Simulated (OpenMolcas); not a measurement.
Pt6+ (d4) among equal point charges was computed by CASSCF with the d shell active (OpenMolcas, ANO-RCC-VDZP on the metal). Its lowest spin-free states, and all those of the highest spin:

```
2S+1  Degeneracy  E (cm-1)
   5           1       0.0
   5           1      4070
   5           1      6274
   5           2      7827
   3           2     21344
   3           1     22280
   3           1     22304
   3           1     23944
   3           2     24742
   3           1     25826
   3           1     25936
   3           2     26010
```

Q: Is the site octahedral, tetrahedral or cube-like, axial, or of lower symmetry?

A: The states with 2S+1 = 5 have orbital degeneracies 1, 1, 1, 2. There are pairs but no triples, so the site is axial: not cubic, but with a proper or improper axis of order three or more. The run had Pt6+ among 5 point charges of -2 e arranged as a square pyramid (C4v), 2.17 Å from the ion, with the axial distance 1.953 Å.

Spin-orbit coupling mixes the spin-free states strongly: the lowest level takes only 23 % from its leading state, 2S+1 = 5. Without dynamic correlation the repulsion within the d shell is too large (B by tens of per cent), so at a given field states of lower spin stand too high. Point charges give a weaker field than real ligands, and real ions of this kind are as a rule low spin; the high spin found here belongs to the model. Point charges carry no covalency, so the field is a model and not that of real ligands. An unlabelled pair can be two single states that coincide in this model. No measured value stands beside these numbers.
